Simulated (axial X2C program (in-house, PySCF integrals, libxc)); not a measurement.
**Testing model relations on SnF**

A bond curve at the CCSD(T) level, 2c, was computed with an in-house relativistic program for diatomic molecules (basis Sn dyall-cv3z [11s12p9d4f1g], F dyall-av3z [7s6p3d2f] (cores contracted in-house)) for the state Ω = 1/2 (⟨Sz⟩ = -0.50, ⟨Lz⟩ = 1.00 at HF). Its fit gives Re = 1.9497 Å, ωe = 578.9 cm⁻¹, ωexe = 2.68 cm⁻¹ and αe = 1.802e-03 cm⁻¹; the masses are 119.9022 and 18.9984 u. Two-component means X2C with spin–orbit coupling and atomic mean-field Coulomb and Gaunt terms.

Correlated methods: 21 electrons correlated (number of frozen shells: Sn 4 s, 3 p, 1 d; F 1 s), 257 virtual spin orbitals or spinors in MP2, 110 natural virtuals in coupled cluster.

Question: Find the reduced mass, Be and the force constant.

Answer: From the CCSD(T) values: μ = 16.3999 u. Be = 16.8576/(μ Re²) = 0.2704 cm⁻¹. k = 5.8918×10⁻⁷ μ ωe² = 3.24 mdyn/Å.

Question: A Morse curve ties αe to the other constants (Pekeris). How well does that hold?

Answer: αe(Morse) = 6Be²/ωe × (√(ωexe/Be) − 1) = 1.628e-03 cm⁻¹; the CCSD(T) curve gives 1.802e-03 cm⁻¹, a ratio of 0.90.

Question: Where do the fundamental and the first overtone lie?

Answer: ν(1←0) = ωe − 2ωexe = 573.5 cm⁻¹; ν(2←0) = 2ωe − 6ωexe = 1141.7 cm⁻¹.

Question: Estimate the centrifugal constant by the Kratzer relation.

Answer: D = 4Be³/ωe² = 2.36e-07 cm⁻¹.

Occupations by symmetry block were frozen at the best pattern of an incomplete PBE0 search. Coupled cluster ran in a truncated set of natural virtual spinors; the MP2 energy of the rest was added. (T) has no such correction and the atoms are truncated less, which lowers De at CCSD(T) by a hundredth of an eV or more.
